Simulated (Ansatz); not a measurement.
Calculated with Ansatz (gas phase, PBE0-D4/def2-TZVP geometries, no zero-point term in ΔE). CCSD(T)/CBS is the MP2 limit (def2-TZVPP, def2-QZVPP) plus CCSD(T) − MP2 in def2-TZVPP, frozen cores. This one scheme is used for every species. DFT in def2-TZVPP. B3LYP here is the variant with VWN-RPA as its local correlation; programs differ in this. One conformer a species, not always the lowest.

Reaction (cleavage of the Si–Si bond): `N[Si](O)([SiH3])Cl` + H₂S → `N[Si](O)(S)Cl` + SiH₄

```tsv
level	ΔE (kJ/mol)
revPBE-D4	-66.9
PBE0-D4	-68.5
B3LYP-D4	-71.6
CAM-B3LYP-D4	-73.8
B3LYP	-70.7
MP2/def2-SVP	-81.1
HF/def2-QZVPP	-82.0
CCSD/CBS(def2)	-74.4
```

(1) What does CCSD(T)/CBS give? (An estimate is asked.)

Largest T1 diagnostic among the species: 0.012.

Results:

(1) Ansatz gave: -74.3 kJ/mol. The listed levels differ from it by 7.4, 5.8, 2.7, 0.5, 3.6, -6.8, -7.7, -0.1 kJ/mol.

From BLYP to BHLYP (50 % exact exchange), in def2-TZVPP and without D4, ΔE moves by −10.5 kJ/mol. Leaving LDA and LC-ωPBE aside and taking each functional with its dispersion term where it has one, the values, not all of them listed here, spread over 15.1 kJ/mol, from ωB97M-V to PBE-D4.

CCSD(T)/CBS has its own doubt, a few kJ/mol and more with outer-core shells, so smaller differences from it don't rank the levels.
